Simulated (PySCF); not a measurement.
**Computed structure and properties of GdSF**

System: GdSF (singlet in the valence; each metal's 4f electrons, 7 of them, lie in its core potential, out of spins and levels); start: template (Cs). Method: PySCF 2.14.0, RKS PBE0, Gd lcecp-1-SVP with ECP53, S def2-SVP, F def2-SVP; non-relativistic Hamiltonian with scalar-relativistic core potentials where named; density fitting; no spin-orbit coupling.

Input of the relaxation:

```python
mol = gto.M(atom='''
Gd    -0.15798     0.00000    -0.22742
S      2.01822     0.00000     0.74648
F     -2.08318     0.00000     0.63418''',
    basis={'Gd': 'lcecp-1-SVP', 'S': 'def2-SVP', 'F': 'def2-SVP'},
    ecp={'Gd': 'lcecp-1-SVP'},
    charge=0, spin=0)
mf = dft.RKS(mol, xc='PBE0')
mf.grids.atom_grid = (50, 194)  # f atoms: unpruned, at least (60, 302)
mf = mf.density_fit()  # fitting sets: Gd AutoAux, S def2-universal-JKFIT, F def2-universal-JKFIT
mf.conv_tol = 1e-08; mf.max_cycle = 55
mf.kernel(dm0)  # dm0: converged density of the start geometry
# quasi-Newton relaxation in Cartesian coordinates to a largest gradient under 0.00045 Eh/bohr, steps kept in the point group
```

Run from Python with OMP_NUM_THREADS=2; the lines above give its settings. Where DIIS fails, smearing, a level shift and second-order steps follow.
It took 7.9 s on 2 threads of Arm Neoverse V2, on a shared host, from the converged density of the start.

Course of the relaxation:

```tsv
step	energy above end (eV)	largest force component within the symmetry (eV/Å)
0	0.1773	1.133
1	0.0946	0.618
2	0.0109	0.183
3	0.0006	0.131
4	0.0000	0.027
5	0.0000	0.005
```

Relaxed geometry (Cs):

```xyz
3

Gd   -0.1823    0.0000   -0.4239
S     1.7950    0.0000    0.8368
F    -1.8356    0.0000    0.7404
```

```tsv
contact	Å
Gd1–S2 (S)	2.345
Gd1–F3 (F)	2.022
```

On the finer grid (75, 302):

```
HOMO                                                          : -5.90 eV
LUMO                                                          : -2.66 eV
Dipole about the centre of mass                               : 8.27 D
Set of Mulliken populations of Gd1 outside the core potential : s 2.26, p 6.26, d 1.61, f 0.06
D3(BJ) dispersion energy (not in the energies)                : -0.054 eV
```

```tsv
atom	Mulliken (e)	Löwdin (e)	spin (e)
Gd1	0.81	0.39	0.00
S2	-0.39	-0.09	0.00
F3	-0.42	-0.30	0.00
```

The 4f levels lie in the core potential and are missing. Their spin isn't counted.

On the grid (50, 194), as all that follows. Harmonic modes: a minimum; lowest 124 cm⁻¹ (negative: unstable), highest 569 cm⁻¹, zero-point energy 0.071 eV.

Rigid scan of S along the line from its metal:

```json
{"distance to S2 (Å)": "2.05", "energy (eV)": "1.318"}
{"distance to S2 (Å)": "2.15", "energy (eV)": "0.513"}
{"distance to S2 (Å)": "2.25", "energy (eV)": "0.113"}
{"distance to S2 (Å)": "2.35", "energy (eV)": "0.000"}
{"distance to S2 (Å)": "2.45", "energy (eV)": "0.088"}
{"distance to S2 (Å)": "2.55", "energy (eV)": "0.314"}
{"distance to S2 (Å)": "2.65", "energy (eV)": "0.630"}
{"distance to S2 (Å)": "2.80", "energy (eV)": "1.201"}
```

Taking off one F (charge -1, singlet; the rest: singlet) in vacuum, both parts rigid, costs 11.17 eV; the small basis without counterpoise inflates it. Most of it is the attraction of opposite charges; other ways to part are cheaper, and one spin state was tried for the rest.

Rigid scan of F along the line from its metal:

| distance to F3 (Å) | energy (eV) |
| --- | --- |
| 1.72 | 1.465 |
| 1.82 | 0.553 |
| 1.92 | 0.117 |
| 2.02 | 0.000 |
| 2.12 | 0.088 |
| 2.22 | 0.307 |
| 2.42 | 0.948 |
| 2.72 | 2.050 |
| 3.12 | 3.378 |
| 3.62 | 4.597 |

One start shape was tried, so this needn't be the lowest isomer.

An lcecp potential fixes the number of 4f electrons, so in runs with it no electron can move into or out of that shell.
